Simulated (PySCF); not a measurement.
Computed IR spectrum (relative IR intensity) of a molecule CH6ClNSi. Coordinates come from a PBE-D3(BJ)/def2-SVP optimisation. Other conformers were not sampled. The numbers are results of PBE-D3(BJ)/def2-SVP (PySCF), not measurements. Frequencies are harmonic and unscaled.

Lines under 2 % of the strongest are left out, and lines within 2 cm⁻¹ are merged.

```json
[
 {"ν (cm⁻¹)": "282", "relative intensity": "2.1"},
 {"ν (cm⁻¹)": "466", "relative intensity": "15"},
 {"ν (cm⁻¹)": "508", "relative intensity": "58"},
 {"ν (cm⁻¹)": "598", "relative intensity": "21"},
 {"ν (cm⁻¹)": "789", "relative intensity": "12"},
 {"ν (cm⁻¹)": "874", "relative intensity": "100"},
 {"ν (cm⁻¹)": "882", "relative intensity": "47"},
 {"ν (cm⁻¹)": "1064", "relative intensity": "3.2"},
 {"ν (cm⁻¹)": "1134", "relative intensity": "40"},
 {"ν (cm⁻¹)": "1350", "relative intensity": "16"},
 {"ν (cm⁻¹)": "1398", "relative intensity": "4.0"},
 {"ν (cm⁻¹)": "1414", "relative intensity": "3.5"},
 {"ν (cm⁻¹)": "1445", "relative intensity": "3.1"},
 {"ν (cm⁻¹)": "2189", "relative intensity": "32"},
 {"ν (cm⁻¹)": "2203", "relative intensity": "51"},
 {"ν (cm⁻¹)": "2926", "relative intensity": "32"},
 {"ν (cm⁻¹)": "3002", "relative intensity": "13"},
 {"ν (cm⁻¹)": "3045", "relative intensity": "6.7"},
 {"ν (cm⁻¹)": "3504", "relative intensity": "9.1"}
]
```

### Question
Which molecule gave these data?
A. C[Si@H](N)Cl
B. CN[SiH2]Cl
C. NC[SiH2]Cl

### Answer
B, CN[SiH2]Cl
